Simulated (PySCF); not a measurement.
CH₄Zn, SMILES [CH3][ZnH].

Coordinates come from a PBE0-D3(BJ)/def2-TZVP optimisation.

These are ωB97X/def2-TZVPD (PySCF) values and carry that method's errors.

Computed frontier levels, gap, dipole moment and polarisability:
```
Quantity                                                                                                        Value
---------------------------------------------------------------------------------------------  ----------------------
highest occupied level                                                                                       -9.89 eV
lowest empty level                                                                                            1.06 eV
orbital gap                                                                                                  10.95 eV
dipole moment                                                                                                  0.49 D
quadrupole, principal values (traceless, Buckingham form, about the centre of nuclear charge)   -6.87, 3.44, 3.44 D·Å
mean static polarisability                                                                       40.3 bohr³ (5.97 Å³)
polarisability, principal values                                                               34.7, 34.7, 51.6 bohr³
```
